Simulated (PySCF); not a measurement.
Correlation energy of N²⁺ (nitrogen, charge +2)

[He] 2s1 2p1 3s1, high-spin 4P determinant (an excited configuration). Calculation: PySCF 2.14, in aug-cc-pCVTZ-DK with one added diffuse shell each of s, p, d, f type (8s7p5d3f, 75 functions); the spin-free X2C one-electron Hamiltonian (Gaussian nucleus). Frozen: nothing; 5 electrons correlated.

```csv
level,correlation energy (mhartree)
CCSD,-62.30
(T),-0.23
CCSD(T),-62.53
```

Diagnostics: T1 = 0.0044, D1 = 0.0134, largest double amplitude 0.057.

The outer electron is Rydberg-like, and this basis confines it to a smaller radius and binds it less than a complete one would.

Cost of the coupled-cluster step: about 25 core-seconds, for 5 correlated electrons.
